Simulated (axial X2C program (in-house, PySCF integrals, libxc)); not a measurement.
**How long does ScO⁺ take?**

A bond scan computed with an in-house relativistic program for diatomic molecules. Basis: Sc dyall-cv3z [10s11p7d5f2g], O dyall-av3z [7s6p3d2f] (cores contracted in-house).

Input file and command:
```json
{"zs": [21, 8], "q": 1, "bas": ["dyall-cv3z", "dyall-av3z"], "levels": ["PBE0", "HF", "BP86"], "cc": true, "r0": 1.73, "thr": -1.0, "nmax": 90, "npts": 10, "nst": 2, "ntry": 6}
```
```bash
python so2c.py task.json out
```

Keys: zs atomic numbers; q charge; bas basis sets; levels methods; cc coupled cluster on or off; r0 starting distance in Å; thr threshold in hartree for freezing inner shells (an s shell follows its p shell); nmax most natural virtual spinors; npts points on the curve; nst determinants followed; ntry starts of the search. HF also brings MP2.

Hardware: 1 thread of Arm Neoverse V1, with other jobs on the host.

Wall time of one point of each curve, integrals apart:

```json
{"Hamiltonian": "spin-free", "level": "PBE0", "points": "10", "seconds a point": "0.29"}
{"Hamiltonian": "spin-free", "level": "HF", "points": "10", "seconds a point": "0.14"}
{"Hamiltonian": "spin-free", "level": "CCSD(T) (8 electrons, 88 virtuals)", "points": "7", "seconds a point": "2.2"}
{"Hamiltonian": "spin-free", "level": "BP86", "points": "10", "seconds a point": "0.25"}
{"Hamiltonian": "2c", "level": "PBE0", "points": "10", "seconds a point": "0.36"}
{"Hamiltonian": "2c", "level": "HF", "points": "10", "seconds a point": "0.23"}
{"Hamiltonian": "2c", "level": "CCSD(T) (8 electrons, 90 virtuals)", "points": "7", "seconds a point": "2.5"}
{"Hamiltonian": "2c", "level": "BP86", "points": "10", "seconds a point": "0.28"}
```

The rest:

Search with its distance optimisation 20 s, atoms 20 s, whole task 91 s. Coupled cluster runs on the points near the minimum only. The program drops outer points, and coupled cluster, when its time limit (not in the input) nears; MP2, further determinants and curves that did not converge are not in the table.
